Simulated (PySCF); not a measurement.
# Relaxation of singlet GeO2

Computed with PySCF, PBE0, basis Ge def2-TZVP, O def2-TZVP (no relativity, density fitting). A (50,194) grid was used.

A hand-made bent start, of C2v symmetry, held to at least that symmetry:

```xyz
3
charge 0 multiplicity 1, angstrom
Ge    0.0000    0.0000   -0.2910
O     1.3762    0.0000    0.6725
O    -1.3762    0.0000    0.6725
```

(1) What forces act on the atoms at the start (eV/Å)?

(2) What does it relax to?

(3) How much energy is released, and in how many steps?

Answers

(1) 
```
atom     Fx    Fy     Fz
 Ge1   0.00  0.00   4.07
  O2   0.53  0.00  -2.04
  O3  -0.53  0.00  -2.04
```

(2) It ends at D∞h with Ge–O 1.613 Å (×2); O–Ge–O 180.0°. A frequency run shows a minimum. Other isomers or separated fragments may lie lower.

(3) 185.6 kJ/mol in 7 steps.
